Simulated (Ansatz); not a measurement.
A run of Ansatz (development build ahead of 0.2.0) on doublet BF3(+) at this shape:

```xyz
4

B    -0.7801   -0.1307    0.6708
F     0.1388   -0.5945    1.2894
F     1.9015    0.5172   -1.5820
F    -1.6105    0.1958   -0.0844
```

Its results:

```json
{"Converged": "yes", "Total energy": "-322.40904 hartree", "Spin squared of the determinant": "0.753", "Stability test": "minimum"}
```

Forces (eV/Å):
```json
{"atom": "B1", "Fx": "2.366", "Fy": "-1.165", "Fz": "1.375"}
{"atom": "F2", "Fx": "0.781", "Fy": "-0.225", "Fz": "0.930"}
{"atom": "F3", "Fx": "-0.071", "Fy": "-0.015", "Fz": "0.056"}
{"atom": "F4", "Fx": "-3.076", "Fy": "1.404", "Fz": "-2.361"}
```

**Question.** Which input gives this output? Name the method, the orbitals and the basis set, and write the input.

**Answer.** UHF in def2-SVP.

```yaml
crystal:
  periodic: [false, false, false]
  atoms:
    - { symbol: B, position_ang: [-0.78009, -0.13072, 0.67076] }
    - { symbol: F, position_ang: [0.13882, -0.5945, 1.28945] }
    - { symbol: F, position_ang: [1.90149, 0.51721, -1.582] }
    - { symbol: F, position_ang: [-1.61052, 0.19576, -0.08445] }
basis:
  gaussian: { orbitals: def2-SVP }
total_charge: 1
magnetization:
  spin_polarized: true
  initial_magnetization: 1
hamiltonian:
  xc: hf
output:
  forces: true
```
